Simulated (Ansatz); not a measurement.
The same redistribution along the group Al, Ga, In.

Calculated with Ansatz (gas phase, PBE0-D4/def2-TZVP geometries, no zero-point term in ΔE). CBS: MP2 limit from def2 TZ/QZ plus the TZ coupled-cluster correction, frozen cores. This one scheme is used for every species. DFT in def2-TZVPP. def2 core potentials past Kr. For Br, Ga, In outer-core shells are correlated without core-valence functions, which leaves a few kJ/mol of doubt a bond. Scalar relativity is left out up to krypton. Each species was taken in one conformer, which may not be the lowest.

| reaction | B97M-V (kcal/mol) | LDA (SPW92) (kcal/mol) |
| --- | --- | --- |
| `[CH3][Al]([SH])[Br]` + `Cl[Si]Br` → `[CH3][Al]([Br])[Br]` + `S[Si]Cl` | -6.0 | -5.5 |
| `[CH3][Ga]([SH])[Br]` + `Cl[Si]Br` → `[CH3][Ga]([Br])[Br]` + `S[Si]Cl` | -3.7 | -2.5 |
| `[CH3][In]([SH])[Br]` + `Cl[Si]Br` → `[CH3][In]([Br])[Br]` + `S[Si]Cl` | -5.7 | -4.0 |

Question: Give the CCSD(T)/CBS values in the same order. (Best estimate.)

Answer: Computed: -6.2, -3.0, -5.1 kcal/mol.

Largest T1 diagnostic: 0.014, for `S[Si]Cl`.
